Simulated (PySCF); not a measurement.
## Radial density of Ag (silver, neutral)

M06-2X, [Kr] 4d9 5s1 6s1, high-spin 4D determinant (an excited configuration). Computed with PySCF 2.14 in x2c-QZVPPall with one added diffuse shell each of s, p, d, f, g type (14s9p8d5f3g, 143 functions), with the spin-free X2C one-electron Hamiltonian (Gaussian nucleus).

```tsv
r (bohr)	4πr²ρ (e/bohr)	4πr²(ρα − ρβ)
0.0312	55.61	-0.0001
0.0524	54.12	0.0032
0.0882	75.18	0.0489
0.148	57.88	0.1439
0.250	58.27	0.2376
0.420	39.29	-0.0003
0.706	17.09	0.5983
1.19	13.74	0.8505
2.00	2.975	0.6942
3.36	0.4153	0.2708
5.65	0.1659	0.1650
9.50	0.1023	0.1023
16.0	0.001651	0.0017
```

Densities and radii are taken from the X2C orbitals without a picture-change correction, which distorts them close to the nucleus.

The outer electron is Rydberg-like, and this basis confines it to a smaller radius and binds it less than a complete one would.
